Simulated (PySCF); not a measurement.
In(Me)2(Et) (C4H11In), SMILES C[CH2][In]([CH3])[CH3]. Atoms are numbered in the order given.

```xyz
16

In    -0.0533     0.2594     0.1699
C      1.2020     1.4269    -1.1716
H      2.1841     1.5962    -0.7008
H      0.7563     2.4129    -1.3718
H      1.3666     0.9070    -2.1266
C     -1.0089     1.2393     1.8605
H     -1.5495     0.5270     2.4999
H     -1.7226     1.9957     1.4971
H     -0.2567     1.7633     2.4706
C     -0.3220    -1.8783    -0.2006
C      0.3801    -2.4157    -1.4408
H     -1.4096    -2.0622    -0.2490
H      0.0190    -2.4055     0.7077
H      1.4707    -2.2630    -1.3965
H      0.0317    -1.9181    -2.3606
H      0.2141    -3.4985    -1.5811
```
Charge 0, spin multiplicity 1.

Geometry: PBE0-D3(BJ)/def2-SVP. The isomer is the one that the SMILES or the coordinates give; other isomers of the formula were not compared. The def2 effective core potentials stand for the cores of In; spin–orbit coupling is left out. The values are those of a single conformer.

Method: PySCF with C-PCM-PBE0/def2-SVP.

The values are the electrostatic part of the solvation free energy, E(continuum) − E(gas) at the gas-phase geometry, in a cavity of scaled van der Waals radii (PySCF's table); cavitation and dispersion terms are not included. A continuum can't describe solvent molecules that bind to the metal. In vacuum the orbital gap is 5.76 eV. The dipole moment in vacuum is 0.13 D.

Estimate the values in water (ε = 78.36), acetone (ε = 20.49), acetonitrile (ε = 35.69). (Estimate from the structure and the level; the computed values follow.)


```tsv
solvent	ε	ΔG(elec) (kcal/mol)	dipole (D)	gap (eV)
water	78.36	-2.2	0.16	6.03
acetone	20.49	-2.1	0.16	6.02
acetonitrile	35.69	-2.2	0.16	6.03
```
